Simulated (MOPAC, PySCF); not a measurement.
C$_{2}$H$_{6}$OSi, SMILES `[Si](C)(=C)O` (C–Si–O–H torsion 0°), neutral singlet in the gas phase. 

Cartesian coordinates (Å):
SMILES: C[Si](=C)O
```xyz
10

C     -1.2748    -1.2163     0.0256
Si    -0.2896     0.1604     0.0466
C      1.5505     0.2185    -0.1489
O     -0.8236     1.7009     0.2486
H     -0.8339    -2.1954    -0.1114
H     -2.3499    -1.1970     0.1427
H      1.9415    -0.7890    -0.2894
H      2.0193     0.6573     0.7337
H      1.8296     0.8272    -1.0107
H     -1.7691     1.8334     0.3631
```
Charge 0, spin multiplicity 1.

All levels are single points at this geometry (B3LYP-D3(BJ)/def2-TZVP); Pople sets use spherical d functions. Orbital energies aren't observables, and empty levels follow the basis.

```tsv
level	HOMO (eV)	LUMO (eV)	gap (eV)	dipole (D)	vertical IE, Delta-SCF (eV)
B3LYP-D3(BJ)/def2-TZVP in PySCF	-5.65	-0.05	5.61	1.04	7.97
PBE-D3(BJ)/def2-TZVP in PySCF	-4.82	-0.59	4.22	1.02	7.96
B3LYP/3-21G in PySCF	-5.32	0.61	5.92	0.47	–
B3LYP/6-311+G** in PySCF	-5.76	-0.75	5.01	0.85	–
B3LYP/6-31G* in PySCF	-5.33	0.56	5.89	0.67	7.74
BP86/6-31G* in PySCF	-4.57	-0.21	4.36	0.69	–
M06-2X/6-31G* in PySCF	-6.68	1.51	8.19	0.70	–
SVWN5/6-31G* in PySCF	-4.58	-0.27	4.31	0.65	7.99
HF/3-21G in PySCF	-7.99	4.06	12.04	0.43	–
HF/6-31G* in PySCF	-7.94	4.12	12.06	0.82	6.47
PM3 in MOPAC	-7.81	0.06	7.87	0.03	–
PM6 in MOPAC	-7.94	-0.36	7.58	1.30	–
PM7 in MOPAC	-9.27	-0.74	8.53	1.50	–
```
